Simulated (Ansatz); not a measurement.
Cost and result up the ladder for closo-2-SB6 (no H on S) (B6H6S) (13 atoms). The state is a singlet with charge 0. Geometry: PBE0-D4/def2-SVP.

| atom | x (Å) | y (Å) | z (Å) |
| --- | --- | --- | --- |
| B1 | -0.139 | -1.449 | 0.385 |
| B2 | -1.079 | 0.206 | 0.462 |
| B3 | -0.109 | 0.984 | -0.798 |
| B4 | 0.508 | 1.233 | 0.700 |
| B5 | 1.111 | -0.225 | -0.369 |
| B6 | -0.498 | -0.628 | -0.988 |
| S7 | 0.572 | -0.336 | 1.683 |
| H8 | -0.253 | -2.603 | 0.682 |
| H9 | -2.100 | 0.381 | 1.065 |
| H10 | -0.217 | 1.904 | -1.558 |
| H11 | 0.910 | 2.218 | 1.249 |
| H12 | 2.262 | -0.476 | -0.589 |
| H13 | -0.967 | -1.209 | -1.924 |

Ansatz on 4 threads of Arm Neoverse V1 on a shared host. Times are rough, and most runs start from the orbitals of an earlier one. ωB97X-V/def2-TZVP serves as the yardstick here, not as an exact answer. Differences are given only for rows in sets of like size (and for xTB, whose basis is part of the method), since another set adds its own error. Binding counts from free atoms at the same level (B doublet, S triplet, H doublet; other spins of the atoms weren't run), without zero-point energy or a counterpoise term.

Correlated methods freeze 11 core orbitals. The rows differ in basis, and correlated rows in double-zeta sets carry the largest basis error.

Correlated methods converge slowly with the basis, most of all in double-zeta sets.

```json
{"level": "HF/STO-3G", "functions": "45", "wall time": "0.2 s"}
{"level": "PBE-D4/def2-SVP", "functions": "132", "wall time": "1.4 s"}
{"level": "PBE0-D4/def2-SVP", "functions": "132", "wall time": "1.8 s"}
{"level": "HF/def2-TZVP", "functions": "259", "wall time": "2.5 s"}
{"level": "PBE-D4/def2-TZVP (with forces)", "functions": "259", "wall time": "3.9 s"}
{"level": "MP2/def2-TZVP", "functions": "259", "wall time": "4.2 s"}
{"level": "PBE0-D4/def2-TZVP", "functions": "259", "wall time": "5 s"}
{"level": "r2SCAN-D4/def2-TZVP", "functions": "259", "wall time": "6 s"}
{"level": "r2SCANh-D4/def2-TZVP", "functions": "259", "wall time": "7.5 s"}
{"level": "ωB97X-V/def2-TZVP", "functions": "259", "wall time": "11 s"}
{"level": "CCSD(T)/def2-SVP", "functions": "132", "wall time": "12 s"}
```

(1) Estimate what each level gives for the binding energy per atom (eV).

Results:

(1) 
```tsv
level	binding energy per atom (eV)	difference from ωB97X-V/def2-TZVP (eV)
HF/STO-3G	4.40	–
PBE-D4/def2-SVP	4.25	–
PBE0-D4/def2-SVP	4.22	–
HF/def2-TZVP	3.09	-0.99
PBE-D4/def2-TZVP (with forces)	4.21	0.13
MP2/def2-TZVP	4.06	-0.02
PBE0-D4/def2-TZVP	4.17	0.09
r2SCAN-D4/def2-TZVP	4.16	0.08
r2SCANh-D4/def2-TZVP	4.15	0.07
ωB97X-V/def2-TZVP	4.08	0.00
CCSD(T)/def2-SVP	3.88	–
```
